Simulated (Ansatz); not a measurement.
```yaml
crystal:
  periodic: [false, false, false]
  atoms:
    - {symbol: C, position_ang: [-1.495182, 0.732789, -0.250697]}
    - {symbol: C, position_ang: [-0.221851, -0.170645, -0.719954]}
    - {symbol: B, position_ang: [0.198860, -1.233269, 0.442088]}
    - {symbol: Si, position_ang: [1.802530, -0.246520, 0.407208]}
    - {symbol: O, position_ang: [1.195602, 0.698211, -0.529494]}
    - {symbol: H, position_ang: [-1.436106, 1.072136, 0.790623]}
    - {symbol: H, position_ang: [-2.455016, 0.321627, -0.435074]}
    - {symbol: H, position_ang: [-1.468905, 1.698742, -0.781252]}
    - {symbol: H, position_ang: [-0.408076, -0.395970, -1.639409]}
    - {symbol: H, position_ang: [-0.502107, -2.184807, 0.734700]}
    - {symbol: H, position_ang: [2.258255, 0.447694, 1.634755]}
    - {symbol: H, position_ang: [2.948368, -0.833924, -0.199246]}
basis:
  gaussian: {orbitals: def2-SVP}
hamiltonian: {xc: {name: HF}}
correlation: {method: mp2, frozen_orbitals: {C: 0}}
accuracy: high
output: {forces: true}
```

```sh
$ ansatz run in.yaml --threads 4 --pin off --events-out ev --progress --plain --max-ram 10444MiB
```

Output, abridged:

```
Functional definition: HF
Error: "frozen_orbitals" has no count for B
```

(1) What is wrong with this run?

Results:

(1) Frozen orbitals are typed for one element alone, and the program wants a count for each. The input was rejected before any iteration.
